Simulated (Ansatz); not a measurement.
Geometry optimisation, RKS PBE/def2-SVP (Ansatz 0.2.0).

input.yaml

```yaml
crystal:
  periodic: [false, false, false]
  atoms:
    - { symbol: Ta, position_ang: [-0.076497, -0.097521, -0.012348] }
    - { symbol: "N", position_ang: [2.036181, 0.01671, -0.063685] }
    - { symbol: H, position_ang: [2.620949, -0.354055, 0.689883] }
    - { symbol: H, position_ang: [2.566398, 0.102456, -0.936571] }
    - { symbol: O, position_ang: [0.131765, -0.567173, 1.84341] }
    - { symbol: H, position_ang: [-0.034493, -1.340115, 2.406725] }
    - { symbol: O, position_ang: [-0.026792, -0.225028, -1.930667] }
    - { symbol: H, position_ang: [-0.07722, -0.927494, -2.599401] }
    - { symbol: O, position_ang: [-0.929241, 1.591669, 0.104056] }
    - { symbol: H, position_ang: [-0.66983, 2.251588, 0.7904] }
    - { symbol: F, position_ang: [-1.284264, -1.59394, -0.082431] }
    - { symbol: Br, position_ang: [1.248203, 2.921493, 2.005258] }
    - { symbol: H, position_ang: [1.91794, 1.970511, 1.034072] }
basis:
  gaussian: { orbitals: def2-SVP }
hamiltonian:
  xc: pbe
relax:
  f_tol: 0.03
  max_steps: 50
```

Run as:

```bash
$ ansatz run input.yaml --threads 4 --pin off --max-ram 5120MiB --backend cpu --events-out ev --progress --plain --runs-dir out
```

**Question.** Where does it end, and by what steps?

**Answer.** It converged. After 29 steps the energy has fallen by 0.892 eV; Br12 moved furthest, 0.89 Å. Parted: Br12–H13 (1.52 → 2.25 Å). Joined: N2–H13 (2.24 → 1.06 Å), H10–Br12 (2.37 → 1.72 Å).

| step | energy less start (eV) | largest force component (eV/Å) | accepted |
| --- | --- | --- | --- |
| 0 | 0.0000 | 1.364 | yes |
| 2 | -0.2222 | 0.691 | yes |
| 4 | -0.2778 | 0.352 | yes |
| 6 | -0.3612 | 0.494 | yes |
| 8 | -0.5452 | 0.831 | yes |
| 10 | -0.7514 | 0.693 | yes |
| 12 | -0.8387 | 0.812 | yes |
| 14 | -0.8620 | 0.447 | yes |
| 16 | -0.8687 | 0.444 | yes |
| 18 | -0.8740 | 0.035 | yes |
| 20 | -0.8170 | 1.399 | no |
| 22 | -0.8820 | 0.337 | yes |
| 24 | -0.8874 | 0.070 | yes |
| 26 | -0.8892 | 0.127 | yes |
| 28 | -0.8915 | 0.052 | yes |
| 29 | -0.8918 | 0.029 | yes |

```xyz
13
Properties=species:S:1:pos:R:3
Ta -0.275 -0.227 0.035
N 1.914 0.481 0.261
H 2.431 -0.086 0.949
H 2.476 0.521 -0.601
O 0.345 -1.285 1.535
H -0.219 -1.821 2.123
O 0.122 -0.459 -1.819
H 0.350 -1.117 -2.493
O -0.721 1.486 0.412
H -0.094 2.421 0.811
F -1.956 -1.125 0.068
Br 1.161 3.486 1.325
H 1.890 1.474 0.644
```

Whether the end is a true minimum wasn't checked by a vibrational analysis.

Time of the run: 110 s on 4 threads of Arm Neoverse V2 (shared host), peak memory 0.26 GiB.
